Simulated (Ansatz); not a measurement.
System: CH2BCl2 (charge 0, doublet). SMILES: [CH2]B(Cl)Cl
Coordinates optimised at B3LYP-D3(BJ)/def2-TZVP (Ansatz, a quantum-chemistry and plane-wave program):
```
B
C 1 1.5136
H 2 1.0833 1 122.06
H 2 1.0833 3 115.89 1 180.00
Cl 1 1.7625 2 120.62 3 0.00
Cl 1 1.7625 2 120.62 3 180.00
```
Charge 0, spin multiplicity 2.

Quantity: enthalpy of formation at 298 K, in kcal/mol. Conventions: dispersion terms only where a functional's name holds one; frozen cores in correlated levels; LANL2DZ with its own core potentials from Na on; spin-orbit terms left out; 6-31G* and kin with 6d, 5d where marked; non-relativistic; 6-311+G** with 5d, 6d on Na to Ar in Ansatz; UHF or UKS for open shells. Basis-set limits of correlation are two-point, X^-3; Hartree-Fock from the larger set. First-principles rows: single points at B3LYP-D3(BJ) geometries (Ansatz), with unscaled harmonic terms from B3LYP/6-31G* (Ansatz) at its own minima, enthalpies of formation by atomisation with measured atoms.

Coupled cluster (Ansatz) is a level with limits of its own, used here on species with T1 under 0.025 (0.045 for open shells) and stable references: CCSD(T)/CBS(aug-cc-pV(T+d)Z,aug-cc-pV(Q+d)Z).

Value to compare with, CCSD(T)/CBS(aug-cc-pV(T+d)Z,aug-cc-pV(Q+d)Z) (Ansatz): -32.3 kcal/mol.

| level | program | enthalpy of formation at 298 K (kcal/mol) | difference |
|---|---|---|---|
| PBE/STO-3G | Ansatz | -154.4 | -122.1 |
| PBE/3-21G | Ansatz | -32.8 | -0.5 |
| PBE/LANL2DZ | Ansatz | -20.1 | 12.2 |
| PBE/6-31G* | Ansatz | -50.2 | -17.9 |
| PBE/def2-SVP | Ansatz | -56.3 | -24.0 |
| PBE/6-311+G** | Ansatz | -45.6 | -13.3 |
| PBE/def2-TZVPD | Ansatz | -48.8 | -16.5 |

Among the 6 habitual levels, PBE/STO-3G lies farthest from CCSD(T)/CBS(aug-cc-pV(T+d)Z,aug-cc-pV(Q+d)Z) (Ansatz) (-122.1 kcal/mol) and PBE/3-21G nearest (-0.5); 1 of 6 lie above it, and their mean absolute difference is 31.7 kcal/mol, the median 15.6. One case shows no general order.

The sets are all those run for this method; left out are runs that failed, that the program found above a lower state of the same kind, or whose <S^2> lies over 0.5 above the pure value.
